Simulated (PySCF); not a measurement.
## Radial density of Ho (holmium, neutral)

UHF, [Xe] 4f10 6s2 6p1, one real determinant (an excited configuration). Computed with PySCF 2.14 in cc-pVDZ-X2C, with scalar relativity by spin-free X2C-1e.

| r (bohr) | 4πr²ρ (e/bohr) | 4πr²(ρα − ρβ) |
| --- | --- | --- |
| 0.0180 | 87.40 | 0.0035 |
| 0.0303 | 80.05 | 0.0090 |
| 0.0509 | 112.1 | 0.0131 |
| 0.0856 | 106.0 | 0.0181 |
| 0.144 | 98.34 | 0.2686 |
| 0.242 | 80.53 | 1.7349 |
| 0.407 | 52.52 | 4.9797 |
| 0.685 | 37.83 | 4.6920 |
| 1.15 | 12.97 | 1.6395 |
| 1.94 | 3.569 | 0.0906 |
| 3.26 | 0.9555 | 0.1972 |
| 5.49 | 0.4094 | 0.1889 |
| 9.23 | 0.02087 | 0.0195 |

Densities and radii are taken from the X2C orbitals without a picture-change correction, which distorts them close to the nucleus.

⟨L²⟩ = 37.35 against 56 for a pure K term, so this real determinant mixes terms. Spin-orbit coupling, absent here, splits the open shell strongly. ⟨S²⟩ = 9.15 against 8.75 shows spin contamination.
